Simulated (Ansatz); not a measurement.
Basis-set extrapolation for C₂H₃B₂Cl (PBE0-D4/def2-TZVP geometry, frozen core, Ansatz). Multiplicity 1, RHF reference.

```tsv
	def2-TZVPP	def2-QZVPP
HF	-586.312467	-586.330725
MP2 correlation	-0.705375	-0.757027
CCSD(T) correlation	-0.776410	not run
```

Energies in hartree. Use E(X) = E(∞) + A·exp(−7.88·√X) for Hartree–Fock and E(X) = E(∞) + B·X^(−2.97) for correlation, with X = 3 and 4, and add CCSD(T) minus MP2 of the smaller set to the MP2 limit.

Question: What is the CCSD(T) energy at the basis-set limit?

Answer: HF limit: -586.330725 + (-0.018258) × 0.13774 = -586.33324. MP2 limit: -0.757027 + (-0.051652) × 0.74074 = -0.79529. Higher-order term: -0.776410 − (-0.705375) = -0.07104. Total: -587.19957 hartree, 3.01 eV below CCSD(T)/def2-TZVPP.
